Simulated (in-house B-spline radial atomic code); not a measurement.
The numbers below are computed, except where a source is named.
## Impurity-limited mobility of n-type InAs at n = 3.2073e14 cm⁻³, compensation 0.5

For InAs the NSM archive of the Ioffe Institute lists m* = 0.023 m0 and ε = 15.15.

One parabolic, isotropic band at zero temperature, uniform dielectric constant, impurities scattering independently, no phonons and no central-cell term; real bands flatten as E_F rises, which lowers the mobility at the highest densities. In effective units each ion is a point charge Z in an electron gas; its screened potential is solved self-consistently in the LDA with open boundaries (B-splines, partial waves to l = 16), which gives the phase shifts δ_l at the Fermi level.

Question: Put the electron gas into effective units.

Answer: a* = 0.0529177 nm × 15.15/0.023 = 34.86 nm and Ha* = 27211.386 meV × 0.023/15.15² = 2.727 meV. From 4π (r_s a*)³/3 = 1/n, r_s = 2.600. Then k_F = 1.91916/r_s = 0.7381 per a*, E_F = k_F²/2 = 0.2724 Ha* = 0.743 meV, and Mott's number n^(1/3) a* = 0.239, near or below the critical 0.26, where donors start to hold their electrons and this picture fails.

Self-consistent phase shifts (rad):

| l | donor, Z = +1 | acceptor, Z = −1 |
| --- | --- | --- |
| 0 | 1.2488 | -0.7809 |
| 1 | 0.0834 | -0.2006 |
| 2 | 0.0118 | -0.0326 |
| 3 | 0.0016 | -0.0033 |
| 4 | 0.0001 | -0.0002 |
| 5 | 0.0000 | 0.0000 |
| 6 | 0.0000 | 0.0000 |
| 7 | 0.0000 | 0.0000 |
| 8 | 0.0000 | 0.0000 |

With all partial waves the Friedel sums are 0.994 and -1.004, and Σ (l + 1) sin²(δ_l − δ_(l+1)) is 0.85502 for the donor and 0.35914 for the acceptor. The screened donor still binds an s level, 0.011 meV below the band edge.

Question: Find the transport cross sections, and compare them with the Born approximation for Thomas-Fermi screening (Brooks-Herring).

Answer: σ_tr = (4π/k_F²) × sum: 19.72 a*² for the donor and 8.283 a*² for the acceptor. Thomas-Fermi gives q_s² = 4k_F/π = 0.9398, so b = 4k_F²/q_s² = 2.319, and σ_Born = (2π/k_F⁴)(ln(1 + b) − b/(1 + b)) = 21.17 × 0.5009 = 10.6 a*² for either sign. The donor scatters 1.86 times and the acceptor 0.78 times as much. Two things differ from Brooks-Herring. First order with Lindhard's response and the LDA kernel gives 1.91 times σ_Born for either sign: screening weakens at large momentum transfer, and the exchange-correlation potential of the screening charge adds to the ion's own, which is the larger part in a thin gas. Higher orders then split the signs, leaving the donor at 0.98 and the acceptor, which keeps the electrons out, at 0.41 of that.

Question: With N_A/N_D = 0.5 and n = N_D − N_A, what are the mobility and the resistivity?

Answer: N_D = 6.41e14 and N_A = 3.21e14 cm⁻³. μ = e/(ħ k_F Σ N σ_tr), with e/ħ = 15.193 cm²/(V·s) per nm². Here k_F = 0.02118 nm⁻¹, a*² = 1215 nm², 1 cm⁻³ = 1e-21 nm⁻³, and Σ N σ_tr = 0.0186 nm⁻¹, a mean free path of 53.8 nm. So μ = 38600 cm²/(V·s) and ρ = 1/(n e μ) = 0.504 Ω·cm. Brooks-Herring would give 57900 cm²/(V·s). k_F times the mean free path is 1.1, too small for independent scattering to hold.
